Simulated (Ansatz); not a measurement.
System: P2H5, net charge 1, singlet state. It need not be the lowest isomer of its formula. SMILES: P[PH3+]
Structure (B3LYP-D3(BJ)/def2-TZVP (Ansatz, a program for electronic structure) minimum search):
```
P
H 1 1.3999
H 1 1.3999 2 105.75
H 1 1.4021 2 106.00 3 112.26
P 1 2.2072 2 110.26 3 -119.19
H 5 1.4193 1 90.52 2 -74.63
H 5 1.4193 6 94.34 1 90.56
```
Charge +1, spin multiplicity 1.

Property: vertical electron affinity (to the doublet state of charge +0; a negative value means that the extra electron is unbound and the number depends on the basis; each state is the SCF solution reached for its spin), in eV. Valence correlation only, unless marked. UHF or UKS for open shells. No spin-orbit coupling. Non-relativistic. CBS(X,Y): correlation extrapolated as X^-3; Hartree-Fock from the larger set. The bracket is a focal-point correction in the basis named.

| level | program | vertical electron affinity (eV) |
|---|---|---|
| HF/aug-cc-pV(T+d)Z | Ansatz | 3.60 |

Question: Predict the RI-MP2/CBS(def2-TZVPPD,def2-QZVPPD)+[CCSD(T)-MP2]/def2-TZVPPD result (Ansatz).

Answer: 4.46 eV, so HF/aug-cc-pV(T+d)Z differs from it by -0.86 eV.
